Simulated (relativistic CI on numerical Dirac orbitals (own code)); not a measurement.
Sm2+ (4f6) in a crystal field

Calculated by Dirac-Coulomb-Breit CI, separate exchange-only KLI orbitals for each configuration, model QED, valence Slater integrals scaled by 0.7, one configuration in a parametric crystal field (own radial code).

Field parameters in Wybourne normalisation. The field is a parameter set, without covalency.

S is read from ⟨S²⟩ = S(S + 1).

Powder χT (cm³ K mol⁻¹) by Van Vleck's formula, with temperature-independent terms:

| Field | 2 K | 5 K | 10 K | 20 K | 50 K | 100 K | 200 K | 300 K |
| --- | --- | --- | --- | --- | --- | --- | --- | --- |
| C2v, B20 = -410, B22 = -80, B40 = -320, B42 = 280, B44 = 130, B60 = -120, B62 = -230, B64 = -120, B66 = 30 cm⁻¹ | 0.0126 | 0.0316 | 0.0631 | 0.126 | 0.316 | 0.625 | 1.1 | 1.39 |
| D3d, B20 = 850, B40 = -760, B43 = -390, B60 = 30, B63 = 470, B66 = -110 cm⁻¹ | 0.0135 | 0.0338 | 0.0676 | 0.135 | 0.338 | 0.666 | 1.13 | 1.42 |

**Question.** For D3d, B20 = 850, B40 = -760, B43 = -390, B60 = 30, B63 = 470, B66 = -110 cm⁻¹: what effective moment follows at 300 K?

**Answer.** μ_eff = √(8χT) = 3.37 μB. The LS value g√(J(J + 1)) of the free ion's ⁷F0 level is 0.00 μB. The ground level is a non-magnetic singlet, so χT starts at zero and rises through temperature-independent paramagnetism and the filling of excited levels.
